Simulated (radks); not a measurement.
Values are calculated unless marked as measured or tabulated.
I2+, 51 electrons, occupied as [Kr] 4d10 5s2 5p(up 2, down 1) (spins set by hand, not the high-spin state). Code: a radial shooting solver on a logarithmic mesh with Libxc functionals. Model: scalar-relativistic Kohn-Sham, PBE, spin-polarised, spherical densities, finite nucleus; Fermi nuclear charge, rms radius 4.75 fm.

Unscreened Slater integrals over Kohn-Sham orbitals (eV). They are taken over the spin-up orbitals.

F0(5p,5p): 11.121
F2(5p,5p): 6.0332
F0(5p,5s): 11.942
G1(5p,5s): 7.9563
F0(5p,4d): 13.876
F2(5p,4d): 3.8829
G1(5p,4d): 1.2165
G3(5p,4d): 1.1302
F0(5s,5s): 13.045
F0(5s,4d): 15.920
G2(5s,4d): 1.9701
F0(4d,4d): 26.728
F2(4d,4d): 13.531
F4(4d,4d): 8.9785

Derived for the open shells (J is the average intra-shell exchange parameter used in DFT+U). 5p: J = F2/5 = 1.207 eV.
